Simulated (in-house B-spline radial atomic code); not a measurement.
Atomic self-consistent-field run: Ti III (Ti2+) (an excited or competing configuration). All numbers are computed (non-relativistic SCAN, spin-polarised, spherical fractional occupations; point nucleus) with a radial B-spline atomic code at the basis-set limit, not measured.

Command:
```bash
python run_scf.py task.json out
```
Settings:
```
Z                22
configuration    [Ar] 3d1 4f1
hamiltonian      nr
method           scan,scan
spin_polarised   True
```

Output (hartree, bohr):
```
 radial grid: 52 intervals, B-splines of order 8, outer radius 38.5185 bohr

 iter        energy (Eh)    residual
    1        -847.912518    3.95e-02
    2        -847.915994    1.57e-03
    3        -847.916004    8.26e-04
    4        -847.916007    4.38e-04
    5        -847.916007    2.53e-05
    6        -847.916007    4.77e-06
    7        -847.916007    1.31e-06
    8        -847.916007    1.10e-07

 total energy                      -847.91601
 kinetic                             847.2151
 electron-nucleus                  -1988.4880
 Hartree                             334.5960
 exchange-correlation                -41.2390

 orbital      occ     eigenvalue          <r>       <r^2>       <1/r>       <r^4>       r_max
 1s up      1.000      -179.5197    0.0701948  0.00661433      21.521 0.000112236     0.04614
 1s down    1.000      -179.5201    0.0701949  0.00661434      21.521 0.000112234     0.04614
 2s up      1.000       -20.8571     0.326659     0.12614      4.5104   0.0280303      0.2709
 2s down    1.000       -20.8378     0.326425    0.125944     4.51357   0.0279297      0.2708
 2p up      3.000       -17.5496     0.290583    0.104082     4.43223   0.0223212      0.2207
 2p down    3.000       -17.5353     0.290314    0.103867     4.43529   0.0222137      0.2206
 3s up      1.000        -3.3775     0.999002     1.14553     1.39883     2.07851       0.871
 3s down    1.000        -3.3222      1.00057     1.14974     1.39646     2.09903      0.8708
 3p up      3.000        -2.4767      1.05831     1.30784     1.28656     2.87988      0.8964
 3p down    3.000        -2.4227      1.05912      1.3097     1.28489     2.88687      0.8967
 3d up      1.000        -1.0944      1.26122      1.9713     1.01414     8.27374      0.9247
 4f up      1.000        -0.2267      5.86647     38.3842     0.19346     2173.84       5.226
```

Cost of the run: 0.19 s on 1 thread of Intel(R) Xeon(R) Platinum 8259CL CPU @ 2.50GHz, with other jobs on the host.
